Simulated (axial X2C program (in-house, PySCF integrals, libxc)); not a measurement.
# Spin–orbit effects down a group: molecules with S (ions), CCSD

Computed with an in-house relativistic program for diatomic molecules, spin-free (one-electron X2C) or two-component (2c: spin–orbit coupling with atomic mean-field Coulomb and Gaunt terms, which also bring small scalar terms), in Dyall basis sets with cores contracted in-house; open shells are unrestricted.

Basis sets: Be dyall-av3z, Ca dyall-acv3z, S dyall-av3z, Sr dyall-acv3z. Frozen shells (counts by l): BeS⁻ S 2s1p, Be 1s, 9 electrons correlated; CaS⁻ Ca 3s2p, S 2s1p, 9 electrons correlated; SrS⁻ Sr 4s3p1d, S 2s1p, 9 electrons correlated. Coupled cluster in natural virtuals with an MP2 remainder. Where the outer core of a metal is frozen, bonds come out longer and ionisation energies lower.

```json
{"molecule": "BeS⁻", "spin-free state": "M_S = 1/2, Λ = 0", "Re (Å)": "1.814", "ωe (cm⁻¹)": "901.6", "De (eV)": "3.33", "2c state": "Ω = 1/2", "Re 2c (Å)": "1.814", "ωe 2c (cm⁻¹)": "901.5", "De 2c (eV)": "3.32"}
{"molecule": "CaS⁻", "spin-free state": "M_S = 1/2, Λ = 0", "Re (Å)": "2.471", "ωe (cm⁻¹)": "396.4", "De (eV)": "2.35", "2c state": "Ω = 1/2", "Re 2c (Å)": "2.471", "ωe 2c (cm⁻¹)": "396.5", "De 2c (eV)": "2.33"}
{"molecule": "SrS⁻", "spin-free state": "M_S = 1/2, Λ = 0", "Re (Å)": "2.591", "ωe (cm⁻¹)": "332.7", "De (eV)": "2.31", "2c state": "Ω = 1/2", "Re 2c (Å)": "2.591", "ωe 2c (cm⁻¹)": "332.8", "De 2c (eV)": "2.29"}
```

Fragments in 2c: S- + Be, Ca + S-, Sr + S-. Each entry is the lowest single determinant of a limited PBE0 search at one distance. De goes to single-determinant-based atoms at the same level (for ions the charge split of lowest energy) and is withheld (n/a) where an atom does not fit its ground term or J level. Main or longest-lived isotopes.
